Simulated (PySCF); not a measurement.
Te(OH)(SeH) (H2OSeTe), SMILES [SeH][Te]O.

Geometry: B3LYP-D3(BJ)/def2-SVP. The def2 effective core potentials stand for the cores of Te; spin–orbit coupling is left out. Other conformers were not sampled.

The numbers are results of B3LYP-D3(BJ)/def2-SVP in PySCF, not measurements.

Frequencies are harmonic and unscaled.

```csv
mode,ν (cm⁻¹),IR (km/mol),moving atoms (share of kinetic energy)
1,141,0.8,"O 68 %, Se 14 %, Te 10 %"
2,238,5.4,"Se 59 %, Te 40 %"
3,316,12.3,H 95 %
4,388,95.9,"H 91 %, O 8 %"
5,582,59.6,"O 87 %, Te 12 %"
6,684,13.1,H 98 %
7,1001,50.8,H 94 %
8,2372,15.0,H 99 %
9,3787,85.3,H 94 %
```
